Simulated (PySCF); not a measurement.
# EPR parameters of C5H3N2

Species: C5H3N2 (doublet state).
Atom-mapped SMILES: `[CH2:1]=[C:2]1[CH:3][N:4]=[C:5]1[C:6]#[N:7]` (hydrogens: H8, H9 on C1; H10 on C3)

Geometry (GFN2-xTB, Å), atoms numbered from 1 in this order:
```
atom  x, y, z in Å
C1    -1.2698    1.0302   -0.2520
C2    -0.4802   -0.0112   -0.0549
C3    -0.5622   -1.4765    0.0917
N4     0.7425   -1.6412    0.2539
C5     0.9710   -0.2723    0.1340
C6     2.1077    0.4867    0.1799
N7     3.0425    1.1682    0.2115
H8    -0.8727    2.0297   -0.3138
H9    -2.3353    0.9105   -0.3577
H10   -1.3345   -2.2195    0.0849
```

Theory: UKS B3LYP, pcH-1 on C H N, non-relativistic, mean-field spin-orbit, GIAO (PySCF 2.14.0). Geometry: GFN2-xTB; no solvent, vibrations or thermal averaging. The geometry wasn't refined by DFT: couplings that depend on bond lengths, twists or pyramidal angles can differ widely from those at the functional's own minimum. The SCF solution wasn't tested for stability. ⟨S²⟩ is 0.780 where a pure state has 0.75.

* g1, g2, g3: 2.00218, 2.00237, 2.00329
* g_iso: 2.00261
* Form of g: rhombic: the two nearest values differ by 17 % of g3 − g1
* ⟨S²⟩: 0.7804 (exact 0.7500)
* α and β electrons: 24, 23
* HOMO–LUMO gap, α and β orbitals: 4.24, 4.55 eV
* Total energy: -301.70796 Eh

Hyperfine couplings atom by atom, in mT; T1 to T3 are the principal values of the dipolar part; ρ(0) is the spin density at the nucleus (MHz turned into mT with g_iso):

```csv
atom,isotope,a_iso,T1,T2,T3,Mulliken spin population,ρ(0) (bohr⁻³)
C1,13C,0.18,-0.16,-0.14,0.30,0.07,0.0045
C2,13C,-1.20,-0.20,0.02,0.18,-0.10,-0.0299
C3,13C,1.79,-1.42,-1.32,2.74,0.47,0.0446
N4,14N,-0.30,-0.43,0.19,0.24,-0.19,-0.0261
C5,13C,2.54,-1.97,-1.91,3.87,0.63,0.0634
C6,13C,-1.82,-0.61,-0.05,0.66,-0.18,-0.0453
N7,14N,0.28,-0.56,-0.42,0.98,0.33,0.0239
H8,1H,-0.24,-0.06,-0.04,0.11,0.00,-0.0015
H9,1H,-0.25,-0.07,-0.05,0.12,0.00,-0.0016
H10,1H,-1.26,-0.69,-0.03,0.71,-0.02,-0.0079
```

Largest spin populations (Mulliken): C5 (+0.63), C3 (+0.47), N7 (+0.33) and N4 (-0.19). Three atoms exceed +0.15. The positive populations add up to 1.49 and the negative ones to -0.49, together 2S = 1. The angles at C5 add up to 360.0°, so it is planar.

C3, the radical centre as drawn in `C=C1[CH]N=C1C#N`, holds a spin population of +0.47 out of 1.

Axes: g1 is normal to the molecular plane and g2 points within 3° of the C6–N7 bond.

Under fast tumbling the dipolar parts average out, and these isotropic splittings remain: 1 × 1H (H10, I = 1/2, 2 lines) with 1.26 mT, 1 × 14N (N4, I = 1, 3 lines) with 0.30 mT, 1 × 14N (N7, I = 1, 3 lines) with 0.28 mT, 1 × 1H (H9, I = 1/2, 2 lines) with 0.25 mT and 1 × 1H (H8, I = 1/2, 2 lines) with 0.24 mT.

The 13C coupling of C5 (71.3 MHz) shows only in satellite lines or after enrichment, since that isotope makes up about 1.07 % of natural carbon.

Examples of negative spin density at the nucleus (bohr⁻³): C6 (-0.0453), C2 (-0.0299) and N4 (-0.0261).
